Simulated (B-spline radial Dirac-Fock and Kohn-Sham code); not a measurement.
## Dipole and non-dipole photoemission parameters of Fe 2s

System: neutral iron, configuration [Ar] 3d6 4s2; threshold 844.6 eV (tabulated edge). These are calculated numbers from a B-spline atomic structure program; the model is Dirac-Hartree-Slater photoionisation with a Latter tail; cross sections with all multipoles, angular parameters from the dipole term and its interference with E2.

```tsv
hν (eV)	σ (kb)	β	γ
1253.6	83.0	1.999	0.046
1630	53.2	1.999	-0.060
1840	42.7	2.000	-0.050
2000	36.6	2.000	-0.028
2610	21.8	2.000	0.101
2984.4	16.6	2.000	0.194
3270	13.7	2.000	0.265
4020	8.78	1.999	0.447
4470	6.94	1.999	0.552
5180	4.97	1.999	0.710
5414.7	4.48	1.999	0.760
8670	1.45	1.999	1.345
11400	0.729	1.999	1.743
12000	?	?	?
12900	0.530	1.999	1.937
15000	0.357	1.999	2.186
```

Q: Give the values at 12000 eV.

A: σ = 0.639 kb, β = 1.999, γ = 1.822. For an s subshell δ is negligible.
